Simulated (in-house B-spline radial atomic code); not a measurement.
## Ionising Ta54+ with different functionals

Computed with a B-spline radial code for spherical atoms: scalar-relativistic (spin-free X2C) Hamiltonian, Fermi nucleus of rms radius 5.3507 fm, spin-polarised at highest spin, spherical fractional occupations for the functionals. The ionisation energy is the difference of two self-consistent energies, [Ar] 3d1 → [Ne] 3s2 3p6, without Breit or QED terms; ε is the level of the shell that loses the electron (its least bound occupied spin orbital). There is no spin-orbit coupling in this Hamiltonian.

Hybrids are left out here: with spherical fractional occupations of an open shell their exact exchange keeps a self-interaction that integer-occupation calculations don't have.

```csv
method,rung,ΔSCF (eV),-ε(3d) (eV)
PW91,GGA,5119.3,5052.0
BLYP,GGA,?,?
AM05,GGA,5118.0,5050.7
SCAN,meta-GGA,?,?
```

Q: What does SCAN give?

A: ΔSCF 5115.4 eV, and -ε(3d) = 5049.6 eV.

Q: What does BLYP give?

A: ΔSCF 5119.0 eV, and -ε(3d) = 5051.6 eV.

Q: Among the functionals, which spreads more, the ΔSCF values or the orbital energies?

A: The ΔSCF values: ΔSCF values span about 3.9 eV and the orbital energies 2.3 eV.

Q: How do they compare with the NIST value?

A: NIST lists 5159 eV ± 5 (tabulated theory, ground level to ground level). Errors run from -43.6 to -39.7 eV. The correlated functionals all miss on the same side by more than they spread, so the cause is common to them (spin-orbit coupling, Breit-QED terms, multiplet and fine-structure energies, or a listed next ion that isn't the cheapest removal here) and closeness doesn't rank the functionals.
